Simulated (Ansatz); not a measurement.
Z-matrix (Å, degrees):
```
C
N 1 1.445
H 1 1.097 2 112.2
H 1 1.092 2 109.9 3 119.3
H 1 1.097 2 112.1 3 -121.5
In 2 1.988 1 126.8 3 -119.4
H 2 1.007 1 113.6 3 60.7
Cl 6 2.341 2 108.7 1 0.2
H 6 1.692 2 131.4 1 -180.0
```

Charge 0, multiplicity 1. In takes the def2 core potential.

**Question.** List the PBE/def2-TZVPP orbital energies in eV (Ansatz). (Estimate.)

**Answer.** The calculation gave: Occupied: -2738.10, -380.43, -269.45, -248.65, -189.33, -189.20, -189.18, -122.21, -79.94, -79.75, -79.64, -21.73, -19.94, -19.12, -19.04, -18.99, -18.96, -18.28, -16.03, -11.83, -10.92, -10.27, -9.64, -7.99, -7.92, -7.26, -6.98, -5.48. Lowest empty: -1.80, -1.69, -0.46, 0.70, 1.05, 1.60, 1.98, 2.33.
